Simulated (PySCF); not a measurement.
# Dipole response of Sb (antimony, neutral)

[Kr] 4d10 5s1 5p3 6s1, high-spin 6S determinant (an excited configuration). Computed with PySCF 2.14 in aug-cc-pVQZ-DK3 (9s8p6d3f2g, 102 functions), with scalar relativity by spin-free X2C-1e. Coupled (time-dependent) response in atomic units; α is the mean over directions.

| method | mean α (bohr³) | C₆ (like pair) | S(−4) |
| --- | --- | --- | --- |
| PW91 | 587.5 | 11630 | 327800 |

S(−4) is the Cauchy moment in α(ω) = α(0) + S(−4) ω² + …

α(iu) at PW91:

```json
{"u (hartree)": "0", "α(iu) (bohr³)": "587.5"}
{"u (hartree)": "0.0500", "α(iu) (bohr³)": "253.8"}
{"u (hartree)": "0.100", "α(iu) (bohr³)": "106.1"}
{"u (hartree)": "0.200", "α(iu) (bohr³)": "43.11"}
{"u (hartree)": "0.300", "α(iu) (bohr³)": "26.56"}
{"u (hartree)": "0.500", "α(iu) (bohr³)": "14.12"}
{"u (hartree)": "0.750", "α(iu) (bohr³)": "8.176"}
{"u (hartree)": "1.00", "α(iu) (bohr³)": "5.462"}
{"u (hartree)": "1.50", "α(iu) (bohr³)": "3.080"}
{"u (hartree)": "2.00", "α(iu) (bohr³)": "2.048"}
{"u (hartree)": "3.00", "α(iu) (bohr³)": "1.129"}
{"u (hartree)": "5.00", "α(iu) (bohr³)": "0.4971"}
```

The outer electron is Rydberg-like, and this basis confines it to a smaller radius and binds it less than a complete one would.
